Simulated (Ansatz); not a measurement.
`C#C[O][In]([CH3])[F]`, charge 0, multiplicity 1.

Problem. Give a relaxed structure at PBE0-D4/def2-TZVP (Ansatz 0.2.0). (Estimate.)

Solution. The calculation gave: 
```xyz
10

C     1.3110    2.2199   -2.3279
C     0.5730    1.5148   -1.6902
O    -0.2443    0.7769   -1.0378
In    0.2054   -0.3857    0.5515
C    -1.2904   -1.5448    1.4946
F     2.0923   -0.1995    0.9426
H     1.9641    2.8411   -2.8885
H    -1.0853   -2.5988    1.3110
H    -1.2672   -1.3511    2.5658
H    -2.2585   -1.2728    1.0790
```
This is one stationary point; other conformers may exist.
